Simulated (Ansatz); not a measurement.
Molecule: sum formula GeSiH₃, net charge 0, doublet state. It need not be the lowest isomer of its formula. 
Coordinates optimised at B3LYP-D3(BJ)/def2-TZVP (Ansatz, a first-principles code):
```xyz
5

Si    -1.4385    -0.2476     0.5474
Ge     0.7349     0.1145    -0.3268
H     -1.9609    -0.0362     1.9251
H     -2.5724    -0.7616    -0.2676
H      1.1542     0.6019     1.1377
```
Charge 0, spin multiplicity 2.

Basis-set convergence of Hartree-Fock and CCSD correlation energies (hartree) with Ansatz. Correlated levels leave the core frozen unless marked. UHF or UKS for open shells. Spin-orbit coupling is left out. The frozen core is the preceding noble-gas configuration, with the filled d and f shells of earlier blocks. No relativistic terms.

```
basis       functions        E(HF)  E(corr, CCSD)
----------  ---------  -----------  -------------
def2-SVP           65  -2365.62003       -0.20645
def2-TZVPP        132            …              …
```

Question: What belongs in the gaps?

Answer: 
- def2-TZVPP, E(HF): -2365.98702
- def2-TZVPP, E(corr, CCSD): -0.24581
